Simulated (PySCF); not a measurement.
**Electric field gradients and quadrupole coupling constants**

Species: C4H10O2P2.
Atom-mapped SMILES: `[CH3:1][O:2][CH2:3][CH2:4]/[P:5]=[P:6]\[CH2:7][OH:8]` (hydrogens: H9, H10, H11 on C1; H12, H13 on C3; H14, H15 on C4; H16, H17 on C7; H18 on O8)

Cartesian coordinates in Å at the GFN2-xTB level; atoms count from 1:
```xyz
18
C4H10O2P2 angstrom
C     -2.3949    0.8937    0.5434
O     -1.1220    0.3062    0.5232
C     -1.1219   -1.0521    0.1380
C      0.3259   -1.5151    0.2005
P      1.0524   -0.7862    1.7761
P      2.1279    0.8673    1.2892
C      1.9419    1.1244   -0.5832
O      2.6194    0.1504   -1.3425
H     -2.8457    0.8885   -0.4568
H     -2.2594    1.9204    0.8772
H     -3.0636    0.3677    1.2355
H     -1.5381   -1.1638   -0.8749
H     -1.7472   -1.6334    0.8327
H      0.3736   -2.6026    0.2757
H      0.8804   -1.2034   -0.6827
H      0.8865    1.0720   -0.8560
H      2.3095    2.1316   -0.8159
H      3.5666    0.2407   -1.1909
```

Field gradients from the PBE0/pcSseg-1 density (PySCF, non-relativistic), principal values in atomic units, ordered |Vxx| ≤ |Vyy| ≤ |Vzz|:

```
atom     Vxx     Vyy      Vzz
  O2  0.0298  1.9424  -1.9722
  O8  0.1231  1.8904  -2.0136
```

Task: Find the asymmetry η = (Vxx − Vyy)/Vzz and the couplings χ = eQV/h (234.96 MHz × Q in barn × V in au), with Q(17O) = −0.0256 b.

Result: 
| atom | environment | nucleus | η | χzz (MHz) | χxx (MHz) | χyy (MHz) |
| --- | --- | --- | --- | --- | --- | --- |
| O2 | ether oxygen | 17O | 0.97 | 11.86 | -0.18 | -11.68 |
| O8 | alcohol oxygen | 17O | 0.88 | 12.11 | -0.74 | -11.37 |

At O2 η is above 0.9: Vyy and Vzz are nearly equal in size and opposite in sign, so a small change could swap them and flip the sign of χzz. 

Task: What is Vzz at O8 in SI units (1 au = 9.71736 × 10²¹ V/m²)?

Result: -2.0136 au = -19.567 × 10²¹ V/m².

Task: And the gradient at the other heavy atoms, for which no coupling is worked out here?

Result: 
```
atom                     environment  Vzz (au)     η
  C1                  methoxy carbon     0.379  0.10
  C3      sp3 carbon bound to oxygen     0.354  0.21
  C4  sp3 carbon bound to phosphorus    -0.126  0.97
  P5    phosphorus bonded to C and P    -1.395  0.73
  P6    phosphorus bonded to C and P    -1.171  0.45
  C7          carbinol carbon (C–OH)     0.343  0.55
```

Were the hydrogens deuterons (Q(2H) = 0.00286 b), χzz would run from 188 kHz (H13) to 313 kHz (H18).

Geometry: GFN2-xTB, one conformer, isolated molecule. GFN2-xTB bond lengths can be off by several hundredths of an ångström, more for odd bonds, and the gradients follow them. These gradients aren't converged with respect to the basis.
